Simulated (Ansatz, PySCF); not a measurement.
Noncovalent pair: GeH4 (SMILES [GeH4]) (first 5 atoms) with CH3NO (SMILES NC=O); geometry from B3LYP-D3(BJ)/def2-TZVP.
(charge 0, multiplicity 1):
```
atom    x (Å)    y (Å)    z (Å)
----  -------  -------  -------
Ge    -0.1518  -0.5140  -0.0019
H     -1.4949   0.1435   0.3230
H      0.0505  -0.5341  -1.5309
H     -0.0760  -1.9445   0.5369
H      0.9963   0.3265   0.5924
N      1.1694   0.6414   3.6725
C      0.0456  -0.0391   3.9966
O     -0.7019  -0.5644   3.2005
H      1.4282   0.7353   2.7027
H      1.7486   1.0561   4.3805
H     -0.1321  -0.0722   5.0867
```

Basis-set superposition error: the interaction energy with monomers in their own basis, and in the dimer's basis (counterpoise).

Codes used: Ansatz (Gaussian basis) for Hartree–Fock, density functionals and correlated methods; PySCF for 6-31G* rows. 

| level | uncorrected (kcal/mol) | counterpoise (kcal/mol) | difference |
|---|---|---|---|
| BLYP/def2-TZVPPD | -0.06 | 0.07 | 0.13 |
| r2SCAN/def2-TZVPPD | -2.04 | -1.92 | 0.13 |
| B97M-V/def2-TZVPPD | -2.99 | -2.86 | 0.13 |
| B3LYP/def2-TZVPPD | -0.72 | -0.60 | 0.12 |
| PBE0/def2-TZVPPD | -1.47 | -1.36 | 0.12 |
| BHLYP/def2-TZVPPD | -1.37 | -1.25 | 0.12 |
| wB97M-V/def2-TZVPPD | -2.72 | -2.58 | 0.14 |
| MP2/6-31G* | -3.15 | -0.44 | 2.70 |
| MP2/aug-cc-pVDZ | -3.20 | -2.17 | 1.03 |
| CCSD/aug-cc-pVDZ | -2.91 | -1.92 | 0.99 |

The error is largest for MP2/6-31G* (2.70 kcal/mol) and smallest for PBE0/def2-TZVPPD (0.12 kcal/mol).

Ansatz is a program for electronic structure.
